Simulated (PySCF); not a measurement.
As: excitation energy

As [Ar] 3d10 4s2 4p3 (4S) → As [Ar] 3d10 4s1 4p3 5s1 (6S), as a difference of total energies. Calculation: PySCF 2.14, in x2c-TZVPPall with one added diffuse shell each of s, p, d type (7s6p5d1f, 57 functions); the spin-free X2C one-electron Hamiltonian (Gaussian nucleus). Correlated levels: valence: [Ar] 3d10 frozen. The calculations carry no spin-orbit coupling.

```
           method  excitation energy (eV)
              UHF                  11.387
    MP2 (valence)                  12.553
SCS-MP2 (valence)                  12.985
   CCSD (valence)                  12.714
CCSD(T) (valence)                  12.771
```

**Question.** How much does correlation contribute at CCSD(T) (valence)?

**Answer.** 12.771 − (11.387) = 1.384 eV, measured against UHF.

The upper state lies above the first ionisation limit, but in LS coupling its spin forbids autoionisation to the ground ion. A Rydberg-like electron needs more diffuse functions than a valence basis has.

The promoted electron is Rydberg-like, and one or two diffuse shells describe it only roughly, which tends to raise the upper state.
